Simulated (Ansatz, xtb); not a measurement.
Relative energy of two isomers of B2F4H2

Structure I: `F[B@H-]1[F+][B@H-](F)[F+]1`, a singlet. Structure II: `F[B-]1(F)[F+][BH2-][F+]1`, a singlet. Both are isolated molecules in the gas phase, relaxed with PBE0-D4/def2-SVP.

Problem. Estimate E(II) − E(I) at the level CCSD(T)/def2-SVP + ΔMP2/def2-TZVPP.

Solution. Calculated at CCSD(T)/def2-SVP + ΔMP2/def2-TZVPP: E(II) − E(I) = +1.44 kcal/mol, so structure I lies lower.

The same difference at several levels:

| level | geometry | E(II) − E(I) (kcal/mol) | departure from the last row (kcal/mol) | job, with rough time for the two |
| --- | --- | --- | --- | --- |
| GFN2-xTB | GFN2-xTB | +2.29 | +0.85 | optimisation, 0.17 s |
| HF/STO-3G | GFN2-xTB | −2.42 | −3.86 | single point, 0.28 s |
| r2SCAN-D4/def2-SVP | GFN2-xTB | +1.90 | +0.45 | single point, 3 s |
| PBE0-D4/def2-SVP | PBE0-D4/def2-SVP | +1.51 | +0.07 | optimisation, 19 s |
| HF/def2-SVP | PBE0-D4/def2-SVP | +0.51 | −0.93 | part of the CCSD(T) run |
| MP2/def2-SVP | PBE0-D4/def2-SVP | +1.30 | −0.14 | part of the CCSD(T) run |
| CCSD(T)/def2-SVP | PBE0-D4/def2-SVP | +1.18 | −0.26 | single point |
| CCSD(T)/def2-SVP + ΔMP2/def2-TZVPP | PBE0-D4/def2-SVP | +1.44 |  | single point, 28 s |

As drawn, both hold the same kinds of bond in the same numbers.

HF/STO-3G puts the two in the other order. The largest departure from CCSD(T)/def2-SVP + ΔMP2/def2-TZVPP is that of HF/STO-3G, 3.86 kcal/mol. The last row adds to CCSD(T) the change of the MP2 difference between the two basis sets, here +0.26 kcal/mol.

With harmonic frequencies from PBE0-D4/def2-SVP (ideal gas, rigid rotor, one conformer each, 298.15 K, 1 atm): the zero-point term adds −0.14 kcal/mol; ΔH is +1.25 and ΔG +1.54 kcal/mol.

The correlated steps freeze 6 core orbitals. Mirror images aren't counted in ΔG. Run with Ansatz 0.2.0, xtb 6.7.1; the last row on 2 threads of Arm Neoverse V2 on a shared host.
